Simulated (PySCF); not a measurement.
What does the GFN2-xTB structure of `C[SiH]1NCCN1` look like in three dimensions?

Z-matrix in Å and degrees, rows numbered from 1:
```
C 
Si  1  1.8926
N   2  1.7245  1  110.54
C   3  1.4461  2  110.05  1   142.82
C   4  1.5276  3  105.84  2   -35.74
N   5  1.4465  4  106.18  3    37.02
H   1  1.0851  2  112.80  3   -49.63
H   1  1.0844  2  109.91  3  -170.25
H   1  1.0841  2  110.69  3    71.40
H   2  1.4747  1  110.36  3  -130.64
H   3  1.0063  2  123.34  1   -78.63
H   4  1.0988  3  111.66  2    83.20
H   4  1.0943  3  110.51  2  -156.02
H   5  1.0954  4  110.76  3   156.96
H   5  1.0985  4  109.64  3   -83.70
H   6  1.0052  2  124.69  1    32.50
```

The 5-membered ring Si2–N3–C4–C5–N6 has internal angles of 92.4° to 112.2°; it is puckered, 0.15 Å rms from its mean plane, widest ring torsion 37°. N3 (silicon-bound nitrogen) is pyramidal (angles 123.3°, 113.6° and 110.0°, sum 347.0°, 0.28 Å off the plane of its three neighbours). Si2 (SiH silicon) has angles from 92.4° to 119.7°.

Structure optimised with GFN2-xTB, isolated species.

Point group: C1 (no symmetry element, even within 0.4 Å). Whether it is a minimum is left open (no frequencies). The numbers are those of one conformer (C1–Si2–N3–C4 143°, Si2–N3–C4–C5 -36°, N3–C4–C5–N6 37°, C4–C5–N6–Si2 -24°).

These are computed values.
